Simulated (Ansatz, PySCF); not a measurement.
In(Cl)2(vinyl) (C2H3Cl2In), SMILES C=[CH][In]([Cl])[Cl].

Geometry: B3LYP-D3(BJ)/def2-SVP. The structure was generated by enumeration; whether it is a known compound was not checked. The def2 effective core potentials stand for the cores of In; spin–orbit coupling is left out. Other conformers were not sampled.

Vertical ionisation energy (IE) and electron affinity (EA) in eV. Rows of orbital energies are one-electron estimates. Where ΔSCF, EOM or ADC give a negative EA the extra electron is unbound and the value depends on the basis.

```tsv
level	IE	EA
−ε(HOMO), −ε(LUMO), ωB97X/def2-TZVP (PySCF)	10.87	0.18
−ε(HOMO), −ε(LUMO), PBE/def2-TZVP (PySCF)	7.27	2.81
ΔSCF, PBE0/def2-SVPD (Ansatz), final states of multiplicity 2 and 2	10.48	0.55
ΔSCF, PBE/def2-SVPD (Ansatz), final states of multiplicity 2 and 2	10.01	0.61
```

Question: What vertical singlet–triplet gap does ΔSCF give with PBE0/def2-SVPD (Ansatz, a quantum-chemistry and plane-wave program) and with PBE/def2-SVPD (Ansatz)? (Estimate from the structure and the level; the computed values follow.)

Answer: 4.04 and 4.17 eV (triplet above singlet where positive).
